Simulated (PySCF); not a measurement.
# Simulated absorption spectrum

C5H6O2Si.
SMILES: `O=C1C=CC(=O)C1[SiH3]`

Computed, not measured: PySCF, TDDFT PBE0/def2-SVPD, vertical, gas phase, core orbitals frozen in the response. The structure is a single GFN2-xTB conformer in the gas phase; no vibrational or solvent corrections.

Computed states:

| state | E (eV) | f |
| --- | --- | --- |
| S1 | 3.00 | 0.0002 |
| S2 | 3.70 | 0.0011 |
| S3 | 5.31 | 0.0025 |
| S4 | 5.52 | 0.016 |
| S5 | 5.83 | 0.244 |
| S6 | 6.05 | 0.014 |
| S7 | 6.40 | 0.025 |
| S8 | 6.43 | 0.0048 |

Broadening: Gaussians 0.5 eV wide at half height, area fixed by f = 4.319×10⁻⁹ ∫ε dν̃. The width is an assumption, not a result. The curve ends short of the highest state used, and states not computed would add to its high-energy end.

Q: Give the broadened spectrum and its maxima.

A: 
| E (eV) | ε (L mol⁻¹ cm⁻¹) |
| --- | --- |
| 2.25 | 0 |
| 2.35 | 0 |
| 2.45 | 0 |
| 2.55 | 1 |
| 2.66 | 3 |
| 2.76 | 5 |
| 2.86 | 7 |
| 2.96 | 9 |
| 3.07 | 9 |
| 3.17 | 9 |
| 3.27 | 12 |
| 3.37 | 20 |
| 3.48 | 35 |
| 3.58 | 51 |
| 3.68 | 59 |
| 3.78 | 55 |
| 3.89 | 40 |
| 3.99 | 23 |
| 4.09 | 11 |
| 4.19 | 4 |
| 4.30 | 1 |
| 4.40 | 0 |
| 4.50 | 0 |
| 4.60 | 1 |
| 4.71 | 3 |
| 4.81 | 12 |
| 4.91 | 40 |
| 5.01 | 110 |
| 5.12 | 295 |
| 5.22 | 668 |
| 5.32 | 1442 |
| 5.42 | 2951 |
| 5.53 | 5827 |
| 5.63 | 9337 |
| 5.73 | 12558 |
| 5.83 | 13928 |

Maxima: 410 nm (3.02 eV), ε about 9.5, made up of S1 (96%) (hardly more than a shoulder); 335 nm (3.70 eV), ε about 59, made up of S2 (100%) (ε in L mol⁻¹ cm⁻¹; maxima over ε = 5, shares over 10%). At its high-energy end, 5.83 eV, the curve is still rising (ε about 14000, from S5).

Q: What would ε be at 3.70 eV, the highest of these maxima, with half the width (0.25 eV)?

A: About 119 L mol⁻¹ cm⁻¹ against 59.4, a factor of about 2.00; a lone state at its own centre would give exactly 2.

Q: Coming from long wavelengths, where does ε first pass 100 L mol⁻¹ cm⁻¹?

A: At about 248 nm (5.00 eV), 2.00 eV above S1.

Q: On this curve, what absorbance would a 10⁻³ mol/L sample give at 405 nm over a 1 cm path?

A: 405 nm is 3.061 eV, where ε is about 9.4 L mol⁻¹ cm⁻¹, so A = ε c l ≈ 0.0094 (Beer–Lambert, with the gas-phase spectrum and the assumed width).

Time: 81 s wall (with the writing of density and orbital grids); peak memory 0.86 GiB. Hardware: Arm Neoverse N1, one thread, no GPU (shared host).
